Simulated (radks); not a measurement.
Initial-state core-level shifts of the vanadium ion V+ when its valence configuration changes from [Ar] 3d4. Calculated with a radial shooting solver on a logarithmic mesh with Libxc functionals: non-relativistic Kohn-Sham, r2SCAN, spin-polarised, spherical densities, point nucleus; open shells are filled with parallel spins first; meta-GGA in the generalised Kohn-Sham scheme. Shifts are changes of the shell-averaged eigenvalues in eV (positive: less bound); the change of the density at the nucleus, which sets a Mossbauer isomer shift, is in e/bohr^3, on a base of 8174.

valence,1s,2p,3s,3p,density at nucleus
3d3 4p1,-6.554,-7.169,-6.554,-6.339,+1.0409
3d3.5 4s0.5,-2.514,-2.833,-2.549,-2.449,+2.4856
3d1.5 4s0.5 4p2,-17.825,-19.856,-17.098,-16.465,+6.3159
3d2.5 4p1.5,-10.262,-11.283,-10.127,-9.781,+1.7957
3d3 4s1,-5.301,-5.986,-5.309,-5.097,+5.3327
3d1 4p3,-22.856,-25.449,-21.603,-20.807,+4.9579
3d3.5 4p0.5,-3.131,-3.406,-3.168,-3.070,+0.4457
3d2 4s1 4p1,-12.989,-14.522,-12.643,-12.164,+7.5046
3d1.5 4s2 4p0.5,-16.441,-18.472,-15.734,-15.124,+13.4805
